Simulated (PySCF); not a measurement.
**Correlation energy of C (carbon, neutral)**

[He] 2s1 2p3, high-spin 5S determinant (an excited configuration). Calculation: PySCF 2.14, in x2c-QZVPPall (7s4p3d2f1g, 57 functions); the spin-free X2C one-electron Hamiltonian (Gaussian nucleus). Frozen: nothing; 6 electrons correlated.

| level | correlation energy (mhartree) |
| --- | --- |
| CCSD | -57.62 |
| (T) | -0.47 |
| CCSD(T) | -58.09 |

Diagnostics: T1 = 0.0031, D1 = 0.0061, largest double amplitude 0.026.

Cost of the coupled-cluster step: of the order of 3 core-seconds, for 6 correlated electrons.

This basis was not built for core-valence correlation, so the inner-shell part is incomplete.
